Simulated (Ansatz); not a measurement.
One change: `CNC[SeH]` becomes `CNC`.

Ansatz, PBE0-D4/def2-TZVP geometries, multiplicity 1. Each molecule was computed in one conformer, which needn't be the lowest.

Scalar relativity is left out up to krypton.

```json
{"property": "size of the dipole moment (B3LYP/def2-TZVPP) / D", "`CNC[SeH]`": "2.12"}
{"property": "LUMO energy (ωB97M-V/def2-TZVPP) / eV", "`CNC[SeH]`": "1.89"}
{"property": "LUMO energy (B3LYP/def2-TZVPP) / eV", "`CNC[SeH]`": "-0.18"}
{"property": "HOMO energy (B3LYP/def2-TZVPP) / eV", "`CNC[SeH]`": "-6.24"}
{"property": "HOMO–LUMO gap (PBE0/def2-TZVPP) / eV", "`CNC[SeH]`": "6.55"}
{"property": "HOMO energy (ωB97M-V/def2-TZVPP) / eV", "`CNC[SeH]`": "-8.69"}
```

**Question.** What does the change do to each property? (An estimate is asked.)

**Answer.** The calculation gave: 
| property | `CNC` | shift |
| --- | --- | --- |
| size of the dipole moment (B3LYP/def2-TZVPP) / D | 0.93 | -1.19 |
| LUMO energy (ωB97M-V/def2-TZVPP) / eV | 2.65 | 0.76 |
| LUMO energy (B3LYP/def2-TZVPP) / eV | 0.87 | 1.05 |
| HOMO energy (B3LYP/def2-TZVPP) / eV | -6.16 | 0.08 |
| HOMO–LUMO gap (PBE0/def2-TZVPP) / eV | 7.59 | 1.04 |
| HOMO energy (ωB97M-V/def2-TZVPP) / eV | -8.75 | -0.06 |

With PBE0 the HOMO rises by 0.09 eV and the LUMO rises by 1.13 eV, so the gap widens by about 1.04 eV. PBE moves the HOMO by 0.29 eV and ωB97M-V by -0.06 eV. Dipoles are sizes alone; their direction can turn.

B3LYP here is the variant with VWN-RPA as its local correlation; programs differ in this.

Spin–orbit coupling is left out; it splits and shifts lone-pair levels of the heavy atoms by tenths of an eV.
